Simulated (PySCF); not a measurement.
**Correlation energy of Se²⁺ (selenium, charge +2)**

[Ar] 3d10 4s2 4p2, high-spin 3P determinant. Computed with PySCF 2.14 in x2c-TZVPPall (6s5p4d1f, 48 functions), with scalar relativity by spin-free X2C-1e. Frozen: [Ne]; 22 electrons correlated.

MP2 pair energies summed by pair of shells (mhartree):

| pair | energy | share (%) |
| --- | --- | --- |
| 3d-3d | -87.57 | 35.4 |
| 3p-3d | -44.02 | 17.8 |
| 4s-4p | -35.56 | 14.4 |
| 3s-3d | -16.01 | 6.5 |
| 4s-4s | -15.61 | 6.3 |
| 3d-4s | -15.33 | 6.2 |
| 3d-4p | -9.66 | 3.9 |
| 3p-3p | -7.48 | 3.0 |
| 4p-4p | -5.61 | 2.3 |
| 3s-3p | -4.80 | 1.9 |
| 3p-4s | -3.19 | 1.3 |
| 3p-4p | -1.40 | 0.6 |
| 3s-3s | -0.90 | 0.4 |
| 3s-4s | -0.34 | 0.1 |
| 3s-4p | -0.20 | 0.1 |

Total MP2 correlation energy: -247.69 mhartree.

Same-spin part -78.17 and opposite-spin part -169.52 mhartree; SCS-MP2 scales them by 1/3 and 6/5 to -229.48 mhartree.

This basis was not built for core-valence correlation, so the inner-shell part is incomplete.
